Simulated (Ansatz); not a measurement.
(1) Predict a relaxed structure of Sb4⁻ (the lowest doublet isomer of a short search), charge -1, doublet, at PBE0-D4/def2-SVPD (Ansatz).

Results:

(1) 
```xyz
4

Sb    0.501   -1.456    0.603
Sb   -0.227    1.106    1.583
Sb    1.219    0.334   -1.477
Sb   -1.493    0.016   -0.709
```
Point group C2v (tolerance 0.1 Å). This is one stationary point.

In the def2 sets Sb takes a core potential; there is no spin–orbit coupling. The structure comes from a short search, and lower isomers may exist.
